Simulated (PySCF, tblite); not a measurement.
C8H13P.
Atom-mapped SMILES: `[CH3:1][C:2]1=[CH:3][CH2:4][CH2:5][P:6]1[CH:7]1[CH2:8][CH2:9]1` (hydrogens: H10, H11, H12 on C1; H13 on C3; H14, H15 on C4; H16, H17 on C5; H18 on C7; H19, H20 on C8; H21, H22 on C9)

Structure optimised with GFN2-xTB, isolated species.

Problem. Give the optimised bond lengths and angles.

Solution. 
```csv
bond,length (Å),order
C1–C2,1.491,single
C2=C3,1.327,double
C3–C4,1.497,single
C4–C5,1.534,single
C5–P6,1.868,single
P6–C7,1.846,single
"C7–C8, C7–C9",1.502,single
C8–C9,1.493,single
C2–P6,1.838,single
"C1–H10, C1–H11, C1–H12",1.089,single
C3–H13,1.081,single
"C4–H14, C4–H15",1.094,single
"C5–H16, C5–H17",1.092,single
C7–H18,1.086,single
"C8–H19, C9–H21",1.080,single
"C8–H20, C9–H22",1.081,single
```

Bonds in one row agree within 0.01 Å and their mean is given. Orders are formal, as drawn. A selection of angles:
```csv
angle,degrees
C1–C2–C3,126.9
C1–C2–P6,119.9
C3–C2–P6,113.2
C2–C3–C4,117.7
C3–C4–C5,107.7
C4–C5–P6,108.8
C5–P6–C7,98.9
C2–P6–C5,89.6
C2–P6–C7,96.2
P6–C7–C8,118.4
C8–C7–C9,59.6
C7–C8–C9,60.2
```

Dihedral angles: C1–C2–C3–C4 179° (antiperiplanar); C2–C3–C4–C5 12° (synperiplanar); C3–C4–C5–P6 -18° (synperiplanar); C4–C5–P6–C7 -81° (synclinal); C5–P6–C7–C8 -99° (anticlinal); P6–C7–C8–C9 -108° (anticlinal); C1–C2–P6–C5 172° (antiperiplanar); P6–C7–C9–C8 108° (anticlinal). The mirror-image conformer, all signs reversed, is as good.

P6 (phosphine phosphorus) is pyramidal (angles 98.9°, 96.2° and 89.6°, sum 284.7°, 0.97 Å off the plane of its three neighbours). The 5-membered ring C2–C3–C4–C5–P6 has internal angles of 89.6° to 117.7°; it is puckered, 0.08 Å rms from its mean plane, widest ring torsion 18°. The 3-membered ring C7–C8–C9 has internal angles of 59.6° to 60.2°. The C–P distances run from 1.838 Å (C2–P6, drawn single) to 1.868 Å (C5–P6, drawn single), a spread of 0.030 Å. The 7 C–C bonds span 1.327 Å (C2=C3, drawn double) to 1.534 Å (C4–C5, drawn single), a spread of 0.207 Å.

Point group: C1 (no symmetry element, even within 0.4 Å). Its GFN2-xTB frequencies are all real (lowest 42 cm⁻¹). One conformer, not necessarily the lowest.

The numbers are calculated, not measured.
